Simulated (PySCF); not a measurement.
C₂H₄BFO₂, SMILES FB1COCO1. Atoms are numbered in the order given.

```xyz
10

F     -1.6289     1.1342    -0.7698
B     -0.6272     0.4166    -0.3002
C     -0.5988    -1.0840     0.1864
O      0.6835    -1.1357     0.8010
C      1.4685    -0.1192     0.2679
O      0.6189     0.9222    -0.1782
H     -0.6849    -1.8066    -0.6517
H     -1.3675    -1.3530     0.9269
H      2.1463     0.2621     1.0476
H      2.0645    -0.4669    -0.6011
```
Charge 0, spin multiplicity 1.

Geometry: PBE0-D3(BJ)/def2-SVP. This is a generated structure with no PubChem entry under its InChIKey; it may be hypothetical. The values are those of a single conformer.

The numbers are results of PBE0/def2-TZVP run with PySCF, not measurements.

Atomic charges (e):

```
atom  Mulliken    IAO
----  --------  -----
F1       -0.25  -0.31
B2        0.40   0.63
C3       -0.18  -0.26
O4       -0.28  -0.40
C5        0.12   0.15
O6       -0.26  -0.42
H7        0.11   0.15
H8        0.13   0.17
H9        0.12   0.16
H10       0.09   0.12
```

Computed Mayer and Wiberg (Löwdin basis) orders of the bonds:
| bond | Mayer | Wiberg |
|---|---|---|
| F1–B2 | 1.19 | 2.09 |
| B2–C3 | 1.03 | 1.18 |
| C3–O4 | 0.96 | 1.39 |
| O4–C5 | 1.06 | 1.54 |
| B2–O6 | 1.31 | 1.84 |
| C5–O6 | 0.99 | 1.35 |
| C3–H7 | 0.93 | 0.84 |
| C3–H8 | 0.95 | 0.85 |
| C5–H9 | 0.95 | 0.90 |
| C5–H10 | 0.95 | 0.90 |
